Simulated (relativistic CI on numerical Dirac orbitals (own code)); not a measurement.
Pd⁴⁺: 4d valence photoemission

Computed with this model: Dirac-Coulomb-Breit CI, separate exchange-only KLI orbitals for each configuration, QED by a radiative potential, valence Slater integrals scaled by 0.8, multiplet model of photoemission in the sudden approximation; configurations [Kr] 4d6 → [Kr] 4d5; 80 K; Lorentzian 0.21 eV and Gaussian 0.5 eV FWHM. Energies are those of the free ion, without screening or charge transfer. The energies are binding energies and can lie tens of eV above those of solids. S is read from ⟨S²⟩ = S(S + 1).

Field parameters in Wybourne normalisation: Oh B⁴₀ = 21Dq, B⁴₄ = √(5/14) B⁴₀. The field is a parameter set, without covalency.

Computed curve for free ion, scaled to 100 at the maximum (points under 2 are left out and the grid is thinned):

| Energy (eV) | Intensity |
| --- | --- |
| 61.0 | 2.0 |
| 61.1 | 2.8 |
| 61.2 | 4.0 |
| 61.3 | 6.3 |
| 61.4 | 10.3 |
| 61.6 | 26.1 |
| 61.7 | 36.1 |
| 61.8 | 43.7 |
| 61.9 | 45.8 |
| 62.0 | 41.3 |
| 62.1 | 32.3 |
| 62.2 | 22.3 |
| 62.3 | 14.1 |
| 62.5 | 5.4 |
| 62.6 | 3.7 |
| 62.7 | 2.8 |
| 62.8 | 2.2 |
| 63.8 | 2.0 |
| 63.9 | 2.3 |
| 64.0 | 2.6 |
| 64.1 | 3.1 |
| 64.2 | 3.7 |
| 64.4 | 6.3 |
| 64.5 | 9.1 |
| 64.6 | 14.1 |
| 64.7 | 22.9 |
| 64.8 | 36.7 |
| 64.9 | 55.2 |
| 65.0 | 75.5 |
| 65.1 | 92.2 |
| 65.3 | 97.4 |
| 65.4 | 86.7 |
| 65.5 | 72.8 |
| 65.6 | 60.0 |
| 65.7 | 50.5 |
| 65.8 | 43.8 |
| 65.9 | 37.9 |
| 66.0 | 31.4 |
| 66.2 | 17.7 |
| 66.3 | 12.5 |
| 66.4 | 9.1 |
| 66.5 | 7.5 |
| 66.6 | 7.3 |
| 66.7 | 8.6 |
| 66.8 | 11.8 |
| 66.9 | 16.7 |
| 67.0 | 22.7 |
| 67.2 | 31.0 |
| 67.3 | 30.5 |
| 67.4 | 27.3 |
| 67.5 | 22.9 |
| 67.6 | 18.4 |
| 67.7 | 14.3 |
| 67.8 | 10.9 |
| 67.9 | 8.2 |
| 68.1 | 5.2 |
| 68.2 | 4.3 |
| 68.3 | 3.6 |
| 68.4 | 2.9 |
| 68.5 | 2.3 |

The ground state has S = 1.98, and the centroid lies at 64.97 eV.
